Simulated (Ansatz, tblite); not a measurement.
Cost and result up the ladder for the cluster Al2B3 (5 atoms). Total charge 0; doublet. Geometry: PBE0-D4/def2-SVP.

Cartesian coordinates in Å:
```
B 0.3742 1.5945 -0.7148
B -0.3274 0.2221 -0.6409
B 0.8333 0.8181 0.5480
Al 0.3916 -0.9929 1.3360
Al -1.2717 -1.6418 -0.5283
```

Ansatz on 4 threads of Arm Neoverse V1 on a shared host; xTB runs through tblite on one thread. Times are rough, summed over both states, and most runs start from the orbitals of an earlier one. No level here is sound enough to serve as a yardstick. The other state is a singlet.

The xTB rows come from tblite. The structure comes from a short search, and lower isomers may exist.

Run but left out: HF/def2-TZVPP, MP2/def2-TZVPP, CCSD/def2-TZVPP, CCSD(T)/def2-TZVPP (doublet: ⟨S²⟩ 1.62, where a pure state has 0.75); r2SCAN-D4/def2-TZVP (charge +1 singlet: restricted singlet with a triplet 0.02 eV lower at the same geometry).

Raw xTB energies of ions are shifted by several eV, and xTB has no spin-polarisation term.

```tsv
level	functions	wall time	vertical IE (eV)	remarks
GFN1-xTB	30	0.006 s	10.77	–
GFN2-xTB	30	0.019 s	9.87	–
PBE-D4/def2-TZVP	167	3.7 s	7.71	restricted SCF unstable in HF (+1 singlet)
PBE0-D4/def2-TZVP	167	5.3 s	7.91	restricted SCF unstable in HF (+1 singlet), spin-contaminated (⟨S²⟩ 0.87) (doublet)
```
